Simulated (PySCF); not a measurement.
## Pt₂Se, triplet: molecular constants

These are results of PySCF, UB3LYP, basis Se def2-SVP, Pt def2-SVP with ECP60 (scalar-relativistic core potentials, no spin–orbit coupling, density fitting), not measurements.

The structure is a higher-order saddle point with 2 imaginary modes (one degenerate set).

```xyz
3
charge 0 multiplicity 3, angstrom
Se    0.0000    0.0000    0.0000
Pt    0.0000    0.0000    2.2522
Pt    0.0000    0.0000   -2.2522
```

- Point group: D∞h
- Bond lengths: Se–Pt 2.252 Å (×2)
- Bond angles: Pt–Se–Pt 180.0°
- Atomisation energy without zero-point energy: 488 kJ/mol
- Dipole moment: 0.00 D
- Rotational constants: 0.008523 cm⁻¹
- Spin squared ⟨S²⟩: 2.013
- Principal polarisabilities: 73.2, 73.2, 208.2 bohr³
- Zero-point energy (real modes): 3.1 kJ/mol
- Principal quadrupole moments (Buckingham, traceless) about the centre of mass: -9.63, -9.63, 19.27 D Å
- Lowest empty level (α): -4.17 eV
- Highest occupied level (α): -5.96 eV

Harmonic modes (masses in u: Se 79.917, Pt 194.965):
```tsv
symmetry	ω (cm⁻¹)	IR (km/mol, summed over degenerate members)
πu	111i	–
σg+	152	0.0
σu+	363	1.0
```

In D∞h the vibrations span πu + σg+ + σu+. The σg+ mode carries no infrared intensity, as symmetry demands. With a centre of inversion only u modes can be infrared active and only g modes Raman active.

Charges (e):
| atom | Mulliken | Löwdin | polar tensor | spin (Mulliken) | Mayer order to Se1 |
| --- | --- | --- | --- | --- | --- |
| Se1 | -0.04 | 0.60 | 0.17 | 1.06 | – |
| Pt2,3 | 0.02 | -0.30 | -0.09 | 0.47 | 1.36 |
Other Mayer orders above 0.3: Pt–Pt 0.41.

Mulliken populations on Se1: s 7.91, p 15.98, d 10.15.

Outer orbital energies (eV). α occupied: -7.39, -6.83, -6.83, -6.81, -6.81, -6.42, -5.96, -5.96; empty: -4.17, -2.26, 0.05, 0.05. β occupied: -7.13, -6.99, -6.99, -6.61, -6.61, -6.59, -6.59, -6.35; empty: -3.91, -3.75, -3.75, -2.01.

This need not be the most stable arrangement of these atoms. With open d or f shells other occupations or spin states may lie lower. At this level a triplet minimum of C2v symmetry lies 128 kJ/mol below this structure. No spin–orbit coupling is included, which matters more the heavier the element.

The final relaxation and frequency run took about 80 core-seconds on a shared host.
